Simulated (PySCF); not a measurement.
This PySCF input asks for the NMR shieldings of `C1C(B(C2CC2)C2CC2)C1`, C$_{9}$H$_{15}$B; the geometry comes from GFN2-xTB.

```python
import basis_set_exchange as bse
import numpy as np
from pyscf import gto, dft
from pyscf.prop import nmr

atoms = """
C     1.997743   -0.915423   -1.547570
C     2.280103   -1.368408   -0.164174
C     1.506126   -0.080292   -0.380293
B    -0.005756    0.008819   -0.018871
C    -0.937405   -1.213674   -0.268003
C    -2.381331   -1.024586   -0.695077
C    -2.089547   -1.531309    0.667331
C    -0.581150    1.314889    0.604410
C    -0.050189    2.679908    0.207666
C     0.246799    2.153765    1.561487
H     2.809986   -0.518231   -2.138403
H     1.264922   -1.452656   -2.129637
H     1.740516   -2.219785    0.221349
H     3.288727   -1.287615    0.213307
H     2.110637    0.806236   -0.214724
H    -0.486683   -2.104260   -0.695153
H    -2.745847   -0.014746   -0.803691
H    -2.779718   -1.708860   -1.429656
H    -2.282178   -2.571297    0.886316
H    -2.252306   -0.876025    1.508954
H    -1.640573    1.328348    0.841831
H     0.747513    2.719558   -0.517728
H    -0.763301    3.485018    0.108791
H    -0.259117    2.590050    2.410209
H     1.251095    1.824719    1.780462
"""
names = dict.fromkeys(["C", "B", "H"], "pcSseg-1")
basis = {el: gto.basis.parse(bse.get_basis(n, elements=[el], fmt="nwchem")) for el, n in names.items()}
mol = gto.M(atom=atoms, basis=basis, charge=0, verbose=0)
mf = dft.RKS(mol, xc="PBE0")
mf.grids.level = 2
mf.grids.alignment = dft.numint.BLKSIZE   # the property module wants whole blocks of grid points
mf.conv_tol = 1e-9
mf.kernel()

calc = nmr.RKS(mf)   # GIAO
C = mf.mo_coeff
Co = C[:, mf.mo_occ > 0]
resp = mf.gen_response(singlet=True, hermi=2)
def vind(x):   # induced exchange potential for any number of trial vectors
    d = np.einsum("pi,xij,qj->xpq", C, 2 * x.reshape(-1, C.shape[1], Co.shape[1]), Co, optimize=True)
    return np.einsum("xpq,pi,qj->xij", resp(d - d.transpose(0, 2, 1)), C, Co, optimize=True).ravel()
mo1, _ = nmr.rhf.solve_mo1(calc, with_cphf=vind)
sigma = calc.kernel(mo1)
for i, s in enumerate(sigma):   # ppm
    w = np.linalg.eigvalsh((s + s.T) / 2)
    print("%2d %-2s iso %8.1f  s11 %8.1f  s22 %8.1f  s33 %8.1f" % (i, mol.atom_pure_symbol(i), w.mean(), *w))
```

**Question.** What does it print?

**Answer.** 
```
 0 C  iso    178.2  s11    152.6  s22    175.7  s33    206.2
 1 C  iso    178.0  s11    152.0  s22    176.2  s33    205.9
 2 C  iso    180.7  s11    130.3  s22    187.5  s33    224.4
 3 B  iso     22.1  s11    -23.1  s22    -23.1  s33    112.4
 4 C  iso    180.8  s11    130.4  s22    187.5  s33    224.5
 5 C  iso    178.1  s11    152.3  s22    176.0  s33    206.0
 6 C  iso    178.1  s11    152.3  s22    175.9  s33    206.1
 7 C  iso    180.8  s11    130.3  s22    187.5  s33    224.6
 8 C  iso    178.1  s11    152.4  s22    175.9  s33    206.1
 9 C  iso    178.0  s11    152.0  s22    176.0  s33    206.1
10 H  iso     30.9  s11     24.7  s22     26.6  s33     41.5
11 H  iso     30.9  s11     24.2  s22     29.7  s33     38.9
12 H  iso     31.0  s11     24.3  s22     29.8  s33     38.9
13 H  iso     30.9  s11     24.8  s22     26.5  s33     41.5
14 H  iso     31.8  s11     23.3  s22     32.5  s33     39.7
15 H  iso     31.8  s11     23.3  s22     32.5  s33     39.7
16 H  iso     31.0  s11     24.3  s22     29.7  s33     38.9
17 H  iso     30.9  s11     24.8  s22     26.5  s33     41.5
18 H  iso     30.9  s11     24.8  s22     26.6  s33     41.5
19 H  iso     31.0  s11     24.3  s22     29.7  s33     38.9
20 H  iso     31.8  s11     23.3  s22     32.4  s33     39.7
21 H  iso     31.0  s11     24.2  s22     29.7  s33     38.9
22 H  iso     30.9  s11     24.8  s22     26.5  s33     41.5
23 H  iso     30.9  s11     24.8  s22     26.5  s33     41.5
24 H  iso     31.0  s11     24.3  s22     29.8  s33     38.9
```

These numbers come from an equivalent density-fitted implementation of the same equations, which agrees with the script to about 0.01 ppm for H and up to a few tenths of a ppm for heavy atoms, so last digits may differ.

Size and cost of the density-fitted run: 245 basis functions, 46 s wall time on 1 thread of an Arm Neoverse V2, shared host.
